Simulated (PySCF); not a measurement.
## Ar⁺: ionisation energy

Ar⁺ [Ne] 3s2 3p5 (2P) → Ar²⁺ [Ne] 3s2 3p4 (3P), as a difference of total energies. Computed with PySCF 2.14 in def2-SVP, with no relativity, point nucleus. Correlated levels: valence: [Ne] frozen. The calculations carry no spin-orbit coupling.

```tsv
method	ionisation energy (eV)	difference from reference (eV)
UHF	26.666	-0.964
PBE0	27.838	+0.208
M06-2X	27.867	+0.237
MP2 (valence)	27.317	-0.313
SCS-MP2 (valence)	27.290	-0.340
CCSD (valence)	27.253	-0.377
CCSD(T) (valence)	27.252	-0.378
```

Reference: 27.630 eV (measured; NIST Atomic Spectra Database, ionization energies).

The reference lies between the lowest fine-structure levels, while these numbers refer to the centres of the terms.

Errors of the correlated levels include the incompleteness of this basis and the frozen core.
